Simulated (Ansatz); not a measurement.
Born–Oppenheimer molecular dynamics of H$_{4}$NSn (6 atoms, charge 0, multiplicity 2). It starts from a relaxed structure.

Method: Ansatz 0.2.0, UHF/def2-SVP.

```
ensemble        : NVT, Langevin thermostat
time step       : 0.5 fs
steps asked     : 150
set temperature : 2000 K
friction        : 0.01 /fs
seed            : 285470
```

First frame:

```xyz
6
Properties=species:S:1:pos:R:3
N -0.035 -1.523 0.480
Sn -0.160 0.423 -0.242
H 0.790 -1.659 1.056
H -1.591 0.507 -1.162
H 1.212 0.744 -1.212
H -0.216 1.507 1.080
```

Q: How far do the bonds stretch over the last three quarters of this one trajectory? (Pairs bonded in most of those frames.)

A: 
```tsv
bond	mean (Å)	spread (Å)	shortest	longest
N1–Sn2	2.088	0.040	2.01	2.15
N1–H3	1.031	0.063	0.92	1.15
Sn2–H4	1.741	0.102	1.57	1.92
Sn2–H5	1.733	0.046	1.65	1.83
Sn2–H6	1.743	0.127	1.54	1.95
```

Mean temperature of the second half: 1560 K. The mean temperature of the second half is 22 % below the set value. A run of 0.075 ps of so small a system gives no equilibrium averages.

The run took 3.1 min on 1 thread of Arm Neoverse V1, on a shared host, peak memory 0.12 GiB.
